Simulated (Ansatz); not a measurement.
Abridged output of a molecular run in Ansatz:

```
Functional definition: HF
1049 factors; integrals over basis functions are off by at most 1.0e-3 eV
mean field evaluation 1: about -21174.9212 eV, gradient 3.1e1 eV
mean field evaluation 2: about -21175.1420 eV, gradient 3.1e1 eV
mean field evaluation 4: about -21178.1153 eV, gradient 3.8e0 eV
mean field evaluation 8: about -21178.2030 eV, gradient 3.5e-1 eV
mean field evaluation 16: about -21178.2043 eV, gradient 2.8e-6 eV
mean field -21178.20434045 eV, -778.2846544090 hartree, gradient 2.8e-6 eV, S^2 0.000000; 0 other end points of the search recorded, 0 dependent functions left out
12 core orbitals not correlated: weight in the atoms' cores, before any rotation towards them, 1.000 or more for the frozen orbitals, at most 0.000 for the correlated occupied ones
reference -21178.20434045 eV, -778.2846544090 hartree; 10, 10 occupied and 152, 152 virtual orbitals, 1049 factors
second order -15.47592375 eV of doubles, -0.00000000 eV of singles
cycle   1  -15.77522316 eV  change   -3.0e-1 eV  update   9.6e-2
cycle   2  -16.22662778 eV  change   -4.5e-1 eV  update   3.0e-2
cycle   3  -16.32044247 eV  change   -9.4e-2 eV  update   1.5e-2
cycle   4  -16.31269911 eV  change    7.7e-3 eV  update   4.3e-3
cycle   5  -16.31257590 eV  change    1.2e-4 eV  update   2.1e-3
cycle   6  -16.31265892 eV  change   -8.3e-5 eV  update   6.1e-4
cycle   7  -16.31245391 eV  change    2.1e-4 eV  update   2.5e-4
cycle   8  -16.31244288 eV  change    1.1e-5 eV  update   8.7e-5
cycle   9  -16.31246517 eV  change   -2.2e-5 eV  update   2.9e-5
cycle  10  -16.31245616 eV  change    9.0e-6 eV  update   9.8e-6
perturbative correction -0.84017558 eV, -0.0308758830 hartree
Total energy: -21195.35697219 eV, -778.9150019990 hartree
```

Its atoms:

Z-matrix (Å, degrees):
```
C
C 1 1.359
Al 1 1.856 2 68.9
Cl 1 1.720 2 128.2 3 -180.0
H 2 1.087 1 128.8 3 -180.0
H 3 1.569 1 158.7 2 180.0
```

(1) Which basis set was used?
A. def2-TZVPPD
B. def2-TZVPP
C. cc-pV(D+d)Z
D. def2-QZVPP

(2) Write the keys of the input that set method, charge and spin (a neutral closed shell needs none for the last two).

Results:

(1) B. It gives 174 functions.

(2) 
```yaml
correlation: {method: ccsd_t}
```
